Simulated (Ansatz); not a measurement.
Computed with Ansatz on PBE0-D4/def2-TZVP structures; ΔE is electronic, products minus reactants. CCSD(T)/CBS is the MP2 limit (def2-TZVPP, def2-QZVPP) plus CCSD(T) − MP2 in def2-TZVPP, frozen cores. Functionals use def2-TZVPP. B3LYP here is the variant with VWN-RPA as its local correlation; programs differ in this. One conformer a species, not always the lowest.

`CO[Si]OC` + `[SiH3]C[SiH2]Cl` → `CO[Si]Cl` + `CO[SiH2]C[SiH3]`  (redistribution)

```csv
level,ΔE (eV)
B3LYP,-0.07
CCSD/def2-TZVPP,-0.05
```

**Question.** What does CCSD(T)/CBS give? (An estimate is asked.)

**Answer.** Ansatz gave: -0.05 eV. The listed levels differ from it by -0.02, 0.00 eV.

Largest T1 diagnostic among the species: 0.014.
